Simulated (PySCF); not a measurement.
Method used: delta-SCF UKS SCAN, pcX-2 on the ionised atom, pcseg-1 elsewhere, spin-free X2C in PySCF. Geometries: PBE0-D3(BJ)/def2-SVP; isolated species, one conformer each. Values against the vacuum level. For 2p shells one spin-free hole was relaxed; a mean-field spin–orbit operator and the ground-state splitting of the three 2p orbitals were then diagonalised within the shell. The shell's mean is (2 × 2p3/2 + 2p1/2)/3, and the degeneracies 2j + 1 give areas of 2:1.

(1) Order these sites by rising C 1s binding energy.
A. C6 in `[CH2:1]=[CH:2][Si:3]1([O:4][SiH3:5])[CH2:6][CH2:7][CH2:8]1`
B. C1 in `[CH3:1][CH:2]([CH3:3])[Si@H:4]([OH:5])[C:6]#[C:7][SiH3:8]`
C. C3 in `[CH:1]#[C:2][CH2:3][C@@H:4]([CH3:5])[SiH2:6][O:7][SiH3:8]`
D. C9 in `[F:1][CH:2]([F:3])[O:4][C@H:5]1[CH2:6][CH2:7][SiH2:8][CH2:9]1`
E. C7 in `[CH3:1][CH2:2][CH2:3][O:4][SiH2:5][C:6]#[C:7][SiH3:8]`

(2) Order these sites by rising Si 1s binding energy.
A. Si8 in `[CH3:1][CH2:2][CH2:3][O:4][SiH2:5][C:6]#[C:7][SiH3:8]`
B. Silicon in `FC(F)O[C@H]1CC[SiH2]C1`
C. Si5 in `[CH2:1]=[CH:2][Si:3]1([O:4][SiH3:5])[CH2:6][CH2:7][CH2:8]1`
D. Si3 in `[CH2:1]1[CH2:2][Si@H:3]([CH:4]2[CH2:5][CH2:6]2)[O:7][SiH2:8]1`

(3) Rank by computed Si 2p3/2 binding energy, lowest first.
A. Si8 in `[CH2:1]1[CH2:2][Si@H:3]([CH:4]2[CH2:5][CH2:6]2)[O:7][SiH2:8]1`
B. Si5 in `[CH2:1]=[CH:2][Si:3]1([O:4][SiH3:5])[CH2:6][CH2:7][CH2:8]1`
C. Silicon in `O(C(F)F)[C@H]1CC[SiH2]C1`

Answers

(1) A (289.72 eV), E (289.99 eV), D (290.26 eV), B (290.53 eV), C (291.43 eV).

From the lowest up, the atoms are bonded to: C, 2 H and Si (289.72); C (triple bond) and Si (289.99); C, 2 H and Si (290.26); C and 3 H (290.53); 2 C and 2 H (291.43).

(2) B (1846.09 eV), D (1846.52 eV), A (1847.05 eV), C (1847.31 eV).

The highest is bonded to O and 3 H, the lowest to 2 C and 2 H; the range is 1.22 eV.

(3) C (106.34 eV), A (106.92 eV), B (107.40 eV).

From the lowest up, the atoms are bonded to: 2 C and 2 H (106.34); O, C and 2 H (106.92); O and 3 H (107.40).

1 of these hole states is spin-contaminated (⟨S²⟩ 0.86, against 0.75; counted from 0.85) and less certain.
